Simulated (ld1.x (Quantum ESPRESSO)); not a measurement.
**As, PAW: configuration errors across variants**

```
Element                 : arsenic
Generator               : ld1.x (Quantum ESPRESSO) 7.5
Type                    : PAW
Functional              : PBEsol
Relativity              : scalar-relativistic
Frozen core             : [Ar]
Valence charge          : 15
Reference configuration : 3d10 4s2 4p1 (charge +2)
Partial waves           : 4s (bound): rcut 1.60, rcutus 2.00 bohr; 4s channel at 1.8 Ry: rcut 1.60, rcutus 2.00 bohr; 4p (bound): rcut 1.55, rcutus 2.05 bohr; 4p channel at 1.35 Ry: rcut 1.55, rcutus 2.05 bohr; 3d (bound): rcut 1.35, rcutus 1.40 bohr; 3d channel at -2.3 Ry: rcut 1.35, rcutus 1.40 bohr
Local potential         : all-electron potential smoothed inside 1.10 bohr (lloc = -1)
Core correction         : a·sin(br)/r model core inside 1.00 bohr
Augmentation charge     : BESSEL, radius 1.15 bohr
```

All-electron excitation energies from the reference (eV): (1) 3d10 4s2 4p3 -27.099; (2) 3d10 4s2 4p2 -17.941; (3) 3d10 4s2 4p0 27.723.

A true bound ghost makes a file unfit for plane-wave use even where its test errors are small: the radial tests pick states by their node count and pass the ghost by.

Errors AE − PS in meV (a dash: test not solved or not reliable):

| change | (1) | (2) | (3) | bound ghosts |
| --- | --- | --- | --- | --- |
| base | -8.6 | -2.2 | -13 | s |
| core correction a·sin(br)/r model core, default radius (ld1.x builds one for every PAW set, though the input has nlcc=.false.) | -7.8 | -1.6 | -12 | s |
| core correction a·sin(br)/r model core inside 0.60 bohr | -8.9 | -2.3 | -14 | s |
| core correction a·sin(br)/r model core inside 0.90 bohr | -8.6 | -2.1 | -14 | s |
| core correction a·sin(br)/r model core inside 1.08 bohr | -8.5 | -2.3 | -13 | s |
| core correction a·sin(br)/r model core inside 1.42 bohr | -8.7 | -2.1 | -13 | s |
| core correction a·sin(br)/r model core inside 1.64 bohr | -8.6 | -1.9 | -12 | s |

Q: Give the same row for: core correction a·sin(br)/r model core inside 1.20 bohr.

A: -8.5, -2.1, -13; bound ghosts: s.
